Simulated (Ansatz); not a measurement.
Coupled-cluster diagnostics for MnI2, Ansatz.

Geometry of the sextet (B3LYP-D4/def2-TZVP):

Cartesian coordinates in Å:
```
Mn -0.006 -0.005 -0.009
I -1.769 1.818 0.046
I 1.775 -1.813 -0.037
```

In the def2 sets I takes a core potential; there is no spin–orbit coupling. Correlated methods freeze 13 core orbitals; core or outer-core shells of Mn, I are correlated, in sets that lack core-valence functions.

(1) Estimate the CCSD(T) correlation energy, the shares of MP2 and (T), T1 and the reference's ⟨S²⟩ for: charge 0, sextet, own geometry in def2-SVP; and the rough time on 2 threads of Arm Neoverse N1 on a shared host.

Results:

(1) 
| state | basis | correlation (eV) | MP2 share (%) | (T) share (%) | T1 | ⟨S²⟩ (pure) | wall time |
| --- | --- | --- | --- | --- | --- | --- | --- |
| charge 0, sextet, own geometry | def2-SVP | -13.325 | 92.6 | 2.1 | 0.012 | 8.77 (8.75) | 23 s |
Customary marks for T1 are 0.02 (closed shells), 0.045 (open shells) and about 0.05 (3d metals). T1 stays under 0.02 throughout.
